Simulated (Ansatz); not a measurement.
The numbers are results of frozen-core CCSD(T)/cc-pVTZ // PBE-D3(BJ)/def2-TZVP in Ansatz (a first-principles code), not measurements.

Ansatz 0.2 input:
```yaml
crystal:
  periodic: [false, false, false]
  atoms:
    - { symbol: Cl, position_ang: [2.024915, 1.75681, -0.848659] }
    - { symbol: Si, position_ang: [1.905866, -0.156958, -0.043255] }
    - { symbol: Si, position_ang: [-0.16936, -0.334822, 1.035053] }
    - { symbol: Si, position_ang: [-1.818085, 0.33071, -0.494597] }
    - { symbol: Cl, position_ang: [-1.51666, -0.754857, -2.242774] }
    - { symbol: H, position_ang: [3.060457, -0.330515, 0.889597] }
    - { symbol: H, position_ang: [2.02481, -1.138319, -1.161898] }
    - { symbol: H, position_ang: [-0.409936, -1.751044, 1.462329] }
    - { symbol: H, position_ang: [-0.196946, 0.552762, 2.24234] }
    - { symbol: H, position_ang: [-1.701233, 1.781987, -0.824215] }
    - { symbol: H, position_ang: [-3.203831, 0.044243, -0.013922] }
basis:
  gaussian: { orbitals: cc-pVTZ }
correlation:
  method: ccsd_t
```

Output:

```
Functional definition: HF
1472 factors; integrals over basis functions are off by at most 9.1e-4 eV
mean field evaluation 1: about -48691.5269 eV, gradient 2.0e1 eV
mean field evaluation 2: about -48691.8897 eV, gradient 2.1e1 eV
mean field evaluation 4: about -48694.0152 eV, gradient 3.0e0 eV
mean field evaluation 8: about -48694.0648 eV, gradient 1.2e-1 eV
mean field evaluation 16: about -48693.2777 eV, gradient 7.6e0 eV
mean field -48694.06495698 eV, -1789.4738811465 hartree, gradient 5.7e-6 eV, S^2 0.000000; 0 other end points of the search recorded, 0 dependent functions left out
25 core orbitals not correlated
reference -48694.06495698 eV, -1789.4738811465 hartree; 16, 16 occupied and 213, 213 virtual orbitals, 1472 factors
second order -20.20406537 eV of doubles, -0.00000000 eV of singles
cycle   1  -21.82119710 eV  change    -1.6e0 eV  update   1.0e-1
cycle   2  -22.43880794 eV  change   -6.2e-1 eV  update   3.1e-2
cycle   3  -22.50746588 eV  change   -6.9e-2 eV  update   1.2e-2
cycle   4  -22.49773833 eV  change    9.7e-3 eV  update   3.6e-3
cycle   5  -22.49594900 eV  change    1.8e-3 eV  update   1.2e-3
cycle   6  -22.49587217 eV  change    7.7e-5 eV  update   3.8e-4
cycle   7  -22.49584206 eV  change    3.0e-5 eV  update   1.1e-4
cycle   8  -22.49587590 eV  change   -3.4e-5 eV  update   4.2e-5
cycle   9  -22.49588596 eV  change   -1.0e-5 eV  update   1.5e-5
perturbative correction -0.89909749 eV, -0.0330412235 hartree
Total energy: -48717.45994044 eV, -1790.3336309308 hartree
```

Cost: very roughly 9 core-minutes.
